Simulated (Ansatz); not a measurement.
B₆Os⁻, relaxed as a doublet with UKS PBE-D4/def2-SVPD in Ansatz, starting from the GFN1-xTB geometry. Force threshold 0.02 eV/Å.

In the def2 sets Os takes a core potential; there is no spin–orbit coupling. Another isomer (doublet) lies 0.23 eV lower at PBE0-D4/def2-TZVPD; other spin states weren't run for this one.

Start:

```xyz
7

Os   -0.9104   -0.9446    0.5837
B     0.4955    1.1069    0.3364
B     0.3034    0.3637   -1.1650
B    -0.8404    1.0264    1.2098
B    -1.1667   -0.2375   -1.3443
B     0.9685   -1.0085   -0.5190
B     1.1502   -0.3064    0.8984
```

```tsv
step	energy (eV)	largest force component (eV/Å)	SCF passes
1	-6511.3782	2.250	44
2	-6511.9318	1.112	46
3	-6512.2000	0.738	49
4	-6512.3853	0.710	54
5 (rejected)	-6512.3185	1.279	48
6	-6512.5526	0.503	51
7	-6512.6353	0.320	45
8	-6512.7128	0.848	43
9	-6512.8070	0.788	42
10	-6512.9345	0.927	47
11	-6513.0841	0.937	44
13	-6513.3454	1.046	47
15 (rejected)	-6513.3463	0.958	51
17	-6513.4508	0.266	45
19	-6513.4724	0.159	48
21	-6513.5061	0.388	93
23	-6513.8870	0.705	49
25	-6514.0024	0.428	44
27	-6514.0506	0.213	41
29	-6514.0673	0.083	38
31 (rejected)	-6514.0669	0.093	32
32	-6514.0680	0.012	33
```

Force components are those of the run's own axes.

End:

```xyz
7

Os   -1.3970   -0.9226    0.4315
B     0.7594    1.4745    0.5639
B    -0.0747    0.5859   -0.5949
B    -0.5650    0.7151    1.1170
B    -0.6865   -0.7432   -1.4027
B     0.5566   -1.1705   -0.3996
B     1.4072    0.0608    0.2849
```

Bonds lost: Os1–B2, Os1–B7 (atoms count from 1). Bonds formed: B3–B4, B3–B7, B5–B6 (atoms count from 1).

No frequencies were taken in this run, so the end may be a saddle point.

It took 4.7 min on 4 threads of Intel Xeon on a shared host.
